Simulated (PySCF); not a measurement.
CH₃O₃S, charge -1. Atoms are numbered in the order given.

```xyz
8

O     -1.2482     0.7206    -0.5427
S      0.0000     0.0000    -0.1704
O      0.0000    -1.4413    -0.5427
O      1.2482     0.7206    -0.5427
C      0.0000     0.0000     1.6361
H     -0.9027    -0.5212     1.9785
H      0.0000     1.0424     1.9785
H      0.9027    -0.5212     1.9785
```
Charge -1, spin multiplicity 1.

Geometry optimised at PBE0-D3(BJ)/def2-SVPD.

Level of theory: PBE/def2-SVPD in PySCF.

Symmetry labels are those of the subgroup Cs that the program uses (full group C3v).

Computed valence orbital energies around the gap with their symmetry:
```csv
orbital,symmetry,energy (eV)
HOMO−7,A',-5.34
HOMO−6,A",-5.34
HOMO−5,A",-2.70
HOMO−4,A',-2.70
HOMO−3,A',-1.82
HOMO−2,A',-1.72
HOMO−1,A",-1.72
HOMO,A",-0.64
LUMO,A',3.67
LUMO+1,A',4.70
LUMO+2,A",4.70
LUMO+3,A',4.73
```
